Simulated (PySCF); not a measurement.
## Relaxation of singlet Co(OH)₃

Level of theory: PySCF, B3LYP, basis Co def2-SVP, O def2-SVP, H def2-SVP (no relativity, density fitting). A (50,194) grid was used.

A hand-made trigonal planar (heavy-atom frame) start, of C3h symmetry, held to at least that symmetry:

```xyz
7
charge 0 multiplicity 1, angstrom
Co    0.0000    0.0000    0.0000
O     1.7400    0.0000    0.0000
O    -0.8700    1.5069    0.0000
O    -0.8700   -1.5069    0.0000
H     2.3571   -0.7354    0.0000
H    -0.5417    2.4090    0.0000
H    -1.8154   -1.6736    0.0000
```

Problem. What does it relax to?

Solution. It ends at C3h with Co–O 1.719 Å (×3), O–H 0.969 Å (×3); Co–O–H 119.1° (×3), O–Co–O 120.0° (×3). A frequency run shows 3 imaginary modes, down to 837i cm⁻¹, so it is a higher-order saddle point. Other isomers or separated fragments may lie lower.

Problem. How much energy is released, and in how many steps?

Solution. 8.2 kJ/mol in 7 steps.

Stability towards spin polarisation was not tested. At this level a quintet minimum of C3h symmetry lies 314 kJ/mol below this structure.

The relaxation took of the order of 40 core-seconds on a shared host.
